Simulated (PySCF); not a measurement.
From one molecule to another.

First species: CH11O2PSi3.
InChI=1S/CH11O2PSi3/c2-7(5)3-1-6-4/h2,7H,1,4,6H2,5H3/t7-/m1/s1

Second species: C3H9NOSi2.
SMILES: `N(C=O)[SiH]1C[SiH2]C1`

Levels: B3LYP/def2-SVPD for HOMO energy, LUMO energy, HOMO–LUMO gap and static isotropic polarisability; TDDFT B3LYP/def2-SVPD for lowest singlet excitation; TDA B3LYP/def2-SVPD for lowest triplet excitation (Tamm–Dancoff). Geometries: GFN2-xTB. Each structure is a single optimised conformer of the isolated species, non-relativistic unless stated. Electronic properties by PySCF.

The conformers computed, where there is a choice (atom-mapped SMILES and torsion angles):
- `[O:1]=[CH:2][NH:3][SiH:4]1[CH2:5][SiH2:6][CH2:7]1`: O1–C2–N3–Si4 0°, C2–N3–Si4–C5 -170°

The conformers of `O[Si@@H]([SiH3])OC[SiH2]P` aren't listed.

| property | column X | column Y |
| --- | --- | --- |
| HOMO energy | -7.01 eV | -7.51 eV |
| LUMO energy | -0.62 eV | -0.34 eV |
| HOMO–LUMO gap | 6.39 eV | 7.17 eV |
| lowest singlet excitation | 5.86 eV | 5.60 eV |
| lowest triplet excitation (Tamm–Dancoff) | 5.58 eV | 5.13 eV |
| static isotropic polarisability | 130.8 au | 96.5 au |

Q: Which column belongs to which species?

A: Column X is the first species and column Y the second. The first has 18 atoms and 90 electrons, the second 16 and 70.

Q: How does each property change from the first species to the second?

A: HOMO energy -0.50 eV; LUMO energy +0.28 eV; HOMO–LUMO gap +0.78 eV; lowest singlet excitation -0.26 eV; lowest triplet excitation (Tamm–Dancoff) -0.45 eV; static isotropic polarisability -34.3 au.

On the first: The principal polarisabilities are 109.8, 114.0 and 168.8 au; their mean is the isotropic value. The vertical singlet–triplet gap S1 − T1 is 0.28 eV (TDDFT singlet less Tamm–Dancoff triplet; S1: HOMO→LUMO, weight 0.94; T1: HOMO→LUMO+1, weight 0.26, beside HOMO→LUMO+2, weight 0.17). GFN2-xTB frequencies show an imaginary mode (29i cm⁻¹), so this geometry is no minimum at that level.

On the second: The principal polarisabilities are 83.0, 90.0 and 116.4 au; their mean is the isotropic value. The polarisability is 14.29 Å³ as a volume (1 au = 0.148185 Å³), or 1.38 au for each of the 70 electrons.
